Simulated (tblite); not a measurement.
A geometry optimisation, step by step.

C₇H₁₂BCl.
SMILES with atom numbers: `[CH2:1]=[C:2]1[CH2:3][C@@H:4]([B:5]([CH3:6])[CH3:7])[C@@H:8]1[Cl:9]` (hydrogens: H10, H11 on C1; H12, H13 on C3; H14 on C4; H15, H16, H17 on C6; H18, H19, H20 on C7; H21 on C8)

Computed with GFN2-xTB (tblite), gas phase: L-BFGS steps from a force-field or distance-geometry start until the largest atomic force falls under 0.01 eV/Å. 9 of its 160 geometries are shown.

Step 0: E = -729.4041 eV, largest atomic force 2.449 eV/Å
```
atom  x, y, z in Å  |  force x, y, z in eV/Å
C1      3.322    0.386    0.771   -1.007  -0.327   0.000
C2      2.087    0.059    0.402    1.954  -0.874   0.314
C3      1.286    0.181   -0.833    0.272   1.402  -0.916
C4      0.094    0.328    0.124   -0.939  -0.863  -0.265
B5     -1.281   -0.140   -0.420   -2.215   1.034   0.157
C6     -2.236   -1.213    0.247   -0.379   0.220   0.077
C7     -2.057    0.970   -1.293    0.810   0.151   0.448
C8      0.886   -0.606    1.009    1.379  -0.356   0.951
Cl9     0.697   -0.443    2.751   -0.142  -0.280   0.281
H10     3.624    0.153    1.785    0.204   0.285  -0.272
H11     3.985    0.885    0.077   -0.043  -0.080   0.340
H12     1.278   -0.791   -1.371   -0.101   0.947  -0.081
H13     1.485    1.081   -1.426    0.066  -0.576  -0.415
H14     0.051    1.333    0.596    0.176  -0.552  -0.424
H15    -3.021   -0.630    0.820    0.953  -0.639  -0.465
H16    -2.828   -1.789   -0.492    0.490   0.148   0.496
H17    -1.710   -1.870    0.943   -0.407  -0.071  -0.154
H18    -1.804    1.940   -0.801   -0.263  -0.483  -0.675
H19    -3.144    0.863   -1.238    0.374  -0.010  -0.509
H20    -1.658    0.997   -2.322   -0.582   0.178   0.434
H21     0.932   -1.677    0.670   -0.601   0.747   0.680
```

Step 20: E = -730.1774 eV, largest atomic force 0.139 eV/Å
```
atom  x, y, z in Å  |  force x, y, z in eV/Å
C1      3.328    0.319    0.770   -0.003  -0.019   0.007
C2      2.145   -0.079    0.356   -0.092  -0.062  -0.035
C3      1.309    0.246   -0.852   -0.033   0.091  -0.054
C4      0.087    0.256    0.116    0.031   0.028   0.010
B5     -1.413   -0.032   -0.313    0.119   0.054   0.046
C6     -2.258   -1.208    0.293    0.008   0.008  -0.001
C7     -2.083    1.010   -1.292    0.054  -0.022  -0.020
C8      0.937   -0.638    1.050    0.004   0.029   0.028
Cl9     0.800   -0.352    2.800   -0.015  -0.031  -0.024
H10     3.663    0.131    1.777    0.044  -0.038  -0.060
H11     3.989    0.863    0.116    0.041  -0.048   0.047
H12     1.265   -0.581   -1.562   -0.034   0.048   0.019
H13     1.551    1.167   -1.379   -0.051  -0.014   0.014
H14     0.085    1.254    0.571   -0.052   0.007   0.029
H15    -3.056   -0.803    0.918    0.053  -0.010  -0.026
H16    -2.760   -1.776   -0.488   -0.017  -0.027  -0.013
H17    -1.690   -1.903    0.904    0.005  -0.040   0.034
H18    -1.902    2.035   -0.971   -0.015  -0.022   0.008
H19    -3.153    0.879   -1.409   -0.103  -0.010   0.021
H20    -1.649    0.937   -2.286    0.079  -0.023  -0.090
H21     0.797   -1.709    0.879   -0.023   0.100   0.059
```

Step 40: E = -730.2769 eV, largest atomic force 0.190 eV/Å
```
atom  x, y, z in Å  |  force x, y, z in eV/Å
C1      3.358    0.003    0.642   -0.186   0.012  -0.039
C2      2.070   -0.019    0.356    0.148  -0.019   0.013
C3      1.187    0.547   -0.727    0.106  -0.068   0.017
C4     -0.002    0.475    0.280    0.073  -0.065   0.020
B5     -1.419    0.017   -0.264    0.014  -0.027  -0.081
C6     -2.164   -1.259    0.278   -0.008   0.013   0.047
C7     -2.054    0.884   -1.419   -0.022   0.045  -0.056
C8      0.875   -0.454    1.150    0.095  -0.024   0.059
Cl9     0.963   -0.133    2.903   -0.099   0.018  -0.051
H10     3.725   -0.408    1.572   -0.031   0.042  -0.113
H11     4.086    0.443   -0.018   -0.023  -0.033  -0.012
H12     1.057   -0.152   -1.557    0.044   0.077   0.048
H13     1.470    1.521   -1.123   -0.068  -0.018   0.055
H14    -0.073    1.446    0.778   -0.068  -0.035   0.000
H15    -2.950   -0.927    0.958    0.006   0.014   0.026
H16    -2.675   -1.831   -0.495    0.050   0.070  -0.036
H17    -1.536   -1.945    0.841   -0.014   0.000   0.014
H18    -1.974    1.954   -1.230    0.009  -0.031   0.008
H19    -3.098    0.659   -1.624    0.024  -0.014   0.022
H20    -1.505    0.710   -2.346   -0.020  -0.009   0.044
H21     0.648   -1.517    1.044   -0.031   0.053   0.013
```

Step 60: E = -730.3003 eV, largest atomic force 0.038 eV/Å
```
atom  x, y, z in Å  |  force x, y, z in eV/Å
C1      3.357   -0.112    0.561   -0.012  -0.006  -0.013
C2      2.057    0.000    0.385    0.031  -0.016  -0.010
C3      1.190    0.660   -0.653   -0.009   0.011   0.015
C4     -0.019    0.499    0.313   -0.022   0.013  -0.025
B5     -1.402    0.001   -0.277   -0.020  -0.009   0.007
C6     -2.147   -1.265    0.281   -0.007  -0.024   0.013
C7     -2.033    0.827   -1.464    0.001  -0.001   0.003
C8      0.864   -0.402    1.201   -0.011   0.002  -0.032
Cl9     0.905    0.006    2.937    0.038  -0.004   0.001
H10     3.772   -0.592    1.431   -0.017   0.006  -0.003
H11     4.054    0.281   -0.160    0.011   0.010   0.015
H12     1.091    0.070   -1.565    0.022   0.002   0.021
H13     1.468    1.678   -0.923   -0.002   0.000   0.010
H14    -0.176    1.449    0.831   -0.029  -0.001  -0.007
H15    -2.924   -0.937    0.973   -0.008   0.034   0.004
H16    -2.662   -1.825   -0.497   -0.008   0.004  -0.018
H17    -1.520   -1.958    0.834    0.017  -0.017   0.018
H18    -1.972    1.901   -1.309    0.031   0.015   0.003
H19    -3.071    0.578   -1.668   -0.006  -0.015   0.002
H20    -1.473    0.625   -2.377    0.000   0.004  -0.017
H21     0.633   -1.467    1.144    0.000  -0.009   0.013
```

Step 80: E = -730.3045 eV, largest atomic force 0.020 eV/Å
```
atom  x, y, z in Å  |  force x, y, z in eV/Å
C1      3.344   -0.166    0.521    0.000   0.010   0.010
C2      2.047    0.009    0.376    0.002  -0.002   0.010
C3      1.182    0.733   -0.619    0.005   0.003  -0.001
C4     -0.033    0.507    0.326    0.001   0.001   0.000
B5     -1.394   -0.022   -0.289   -0.002   0.002   0.008
C6     -2.149   -1.274    0.287   -0.004   0.000   0.003
C7     -2.010    0.788   -1.494    0.004   0.001   0.001
C8      0.865   -0.384    1.210   -0.006  -0.002  -0.001
Cl9     0.961    0.072    2.936   -0.002  -0.010  -0.017
H10     3.743   -0.697    1.368    0.013  -0.002  -0.004
H11     4.053    0.226   -0.189   -0.004   0.001  -0.004
H12     1.098    0.209   -1.571   -0.004   0.002   0.002
H13     1.458    1.768   -0.812   -0.002   0.000   0.003
H14    -0.244    1.438    0.861   -0.007  -0.003  -0.003
H15    -2.914   -0.918    0.979    0.004   0.001   0.007
H16    -2.679   -1.837   -0.479    0.003   0.002  -0.003
H17    -1.526   -1.967    0.847   -0.006   0.000   0.008
H18    -1.930    1.865   -1.355    0.004   0.004  -0.010
H19    -3.053    0.551   -1.691    0.000   0.004   0.001
H20    -1.459    0.566   -2.408    0.006  -0.013   0.001
H21     0.633   -1.450    1.195   -0.004   0.000  -0.011
```

Step 99: E = -730.3169 eV, largest atomic force 0.083 eV/Å
```
atom  x, y, z in Å  |  force x, y, z in eV/Å
C1      3.358   -0.066    0.506   -0.074  -0.034   0.001
C2      2.053    0.045    0.354    0.062   0.007   0.008
C3      1.155    0.807   -0.584   -0.014   0.031   0.000
C4     -0.046    0.459    0.341    0.038   0.019   0.048
B5     -1.413   -0.038   -0.275    0.043  -0.026  -0.016
C6     -2.240   -1.209    0.375    0.009   0.003   0.006
C7     -1.921    0.720   -1.559   -0.031   0.011  -0.008
C8      0.884   -0.481    1.135    0.047   0.000   0.037
Cl9     0.953   -0.223    2.904    0.004  -0.001  -0.044
H10     3.775   -0.653    1.309    0.001   0.034  -0.024
H11     4.055    0.420   -0.156   -0.048  -0.004   0.022
H12     1.092    0.359   -1.576   -0.010  -0.004   0.046
H13     1.383    1.866   -0.695    0.024  -0.022   0.008
H14    -0.277    1.333    0.960    0.004  -0.022  -0.001
H15    -2.988   -0.779    1.043    0.012   0.014  -0.018
H16    -2.793   -1.801   -0.353    0.010   0.031  -0.003
H17    -1.645   -1.887    0.981   -0.006   0.002   0.005
H18    -1.609    1.763   -1.577   -0.020  -0.058  -0.056
H19    -2.999    0.683   -1.692   -0.009  -0.008  -0.019
H20    -1.481    0.247   -2.440   -0.032   0.044   0.029
H21     0.694   -1.546    0.998   -0.010  -0.019  -0.019
```

Step 119: E = -730.3275 eV, largest atomic force 0.019 eV/Å
```
atom  x, y, z in Å  |  force x, y, z in eV/Å
C1      3.353   -0.055    0.454   -0.007   0.000   0.008
C2      2.046    0.071    0.350    0.000  -0.004  -0.002
C3      1.137    0.927   -0.487    0.005   0.007  -0.010
C4     -0.055    0.465    0.392    0.000   0.000  -0.005
B5     -1.397   -0.037   -0.279    0.003  -0.002   0.001
C6     -2.277   -1.135    0.423   -0.002   0.001   0.003
C7     -1.857    0.608   -1.641    0.007  -0.006   0.005
C8      0.892   -0.532    1.097   -0.001  -0.003  -0.003
Cl9     0.986   -0.413    2.876   -0.003  -0.004   0.006
H10     3.800   -0.713    1.181    0.000   0.002  -0.009
H11     4.022    0.505   -0.177    0.003  -0.008   0.014
H12     1.069    0.595   -1.523    0.008   0.000  -0.006
H13     1.362    1.992   -0.474    0.006   0.006   0.000
H14    -0.323    1.262    1.093    0.002   0.000   0.003
H15    -3.003   -0.631    1.063   -0.002   0.001   0.006
H16    -2.856   -1.736   -0.275    0.005   0.001   0.000
H17    -1.716   -1.805    1.069   -0.009  -0.002   0.008
H18    -1.418    1.583   -1.837   -0.008   0.005   0.001
H19    -2.938    0.696   -1.726   -0.007  -0.009  -0.004
H20    -1.543   -0.045   -2.456   -0.006   0.003  -0.005
H21     0.704   -1.584    0.876    0.007   0.013  -0.012
```

Step 139: E = -730.3296 eV, largest atomic force 0.018 eV/Å
```
atom  x, y, z in Å  |  force x, y, z in eV/Å
C1      3.368   -0.009    0.494    0.004   0.010   0.004
C2      2.064    0.079    0.344   -0.010  -0.003  -0.014
C3      1.150    0.929   -0.498    0.004  -0.008   0.003
C4     -0.042    0.448    0.372    0.002  -0.007   0.006
B5     -1.399   -0.034   -0.280   -0.001   0.006   0.005
C6     -2.299   -1.095    0.455    0.008  -0.007   0.006
C7     -1.869    0.589   -1.647   -0.004  -0.003   0.000
C8      0.906   -0.575    1.040   -0.003   0.004   0.005
Cl9     0.968   -0.563    2.823   -0.001  -0.002   0.005
H10     3.808   -0.671    1.221   -0.004  -0.003  -0.002
H11     4.045    0.587   -0.094   -0.001   0.000  -0.004
H12     1.095    0.594   -1.533   -0.004   0.001   0.000
H13     1.361    1.996   -0.485    0.008  -0.002   0.008
H14    -0.291    1.224    1.103    0.000   0.003  -0.001
H15    -3.031   -0.561    1.063   -0.002   0.002  -0.003
H16    -2.871   -1.718   -0.228   -0.004   0.002   0.001
H17    -1.755   -1.745    1.136    0.010  -0.002   0.015
H18    -1.425    1.556   -1.869    0.000   0.000  -0.006
H19    -2.950    0.685   -1.717   -0.009   0.002  -0.011
H20    -1.575   -0.085   -2.453    0.007   0.011  -0.011
H21     0.733   -1.613    0.751   -0.001   0.000  -0.005
```

Step 159: E = -730.3304 eV, largest atomic force 0.010 eV/Å
```
atom  x, y, z in Å  |  force x, y, z in eV/Å
C1      3.365   -0.012    0.501    0.002   0.000  -0.008
C2      2.062    0.073    0.339   -0.003   0.005  -0.001
C3      1.154    0.931   -0.500    0.000   0.002   0.000
C4     -0.041    0.452    0.366    0.004  -0.001  -0.002
B5     -1.401   -0.028   -0.283   -0.007   0.004   0.005
C6     -2.288   -1.087    0.470   -0.002  -0.001   0.001
C7     -1.877    0.587   -1.653   -0.004   0.002  -0.005
C8      0.900   -0.582    1.026    0.003   0.002   0.008
Cl9     0.955   -0.591    2.810    0.003  -0.002   0.004
H10     3.799   -0.678    1.228   -0.001   0.000  -0.001
H11     4.046    0.586   -0.080   -0.001   0.000   0.002
H12     1.097    0.602   -1.538   -0.002   0.001   0.003
H13     1.372    1.997   -0.481    0.001   0.002   0.000
H14    -0.286    1.225    1.101    0.003  -0.005  -0.008
H15    -3.031   -0.550    1.062   -0.003   0.001  -0.005
H16    -2.849   -1.734   -0.201    0.000   0.001  -0.001
H17    -1.737   -1.712    1.167   -0.004  -0.001   0.002
H18    -1.464    1.572   -1.859   -0.002  -0.002   0.007
H19    -2.960    0.646   -1.737    0.007  -0.002  -0.005
H20    -1.546   -0.064   -2.463    0.004  -0.002   0.007
H21     0.722   -1.615    0.723    0.002  -0.003  -0.001
```

Question: Summarise the path.

Answer: The energy falls by 21.36 kcal/mol from step 0 to step 159; nine tenths of that is first reached at step 31. It never rises by more than 0.2 meV. The largest force goes from 2.449 to 0.010 eV/Å. Among the bonds C6–H15 changes most, from 1.134 to 1.091 Å; the atoms move by 0.688 Å rms after alignment.

What follows is the cost of the whole relaxation. The run took 1.4 s on one thread of an Arm Neoverse V1, on a shared host.
